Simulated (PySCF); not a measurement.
C₄H₂N₂, SMILES C#C/C=N/C#N. Geometry optimised at PBE0-D3(BJ)/def2-SVP. The structure was generated by enumeration; whether it is a known compound was not checked.

Computed with PBE0-D3(BJ)/def2-SVP (PySCF 2.14.0).

Harmonic wavenumbers (cm⁻¹): 125, 132, 261, 364, 556, 582, 589, 714, 747, 996, 1038, 1106, 1378, 1720, 2235, 2359, 3103, 3480. Rotational constants (GHz): 60.96, 1.549, 1.511; symmetry number 1.

**Question.** Work out the zero-point energy and the ideal-gas rigid-rotor harmonic-oscillator thermochemistry at 298.15 K and 1 atm.

**Answer.** ZPE = ½ Σ hcν = ½ × 21485 cm⁻¹ = 30.71 kcal/mol. H − E(el) = 34.97 kcal/mol. Entropy in cal/(mol K): translation 38.98, rotation 25.22, vibration 10.98, total 75.19. G − E(el) = 12.55 kcal/mol. Cp = 21.03 cal/(mol K). Modes under 150 cm⁻¹ make the vibrational entropy uncertain.
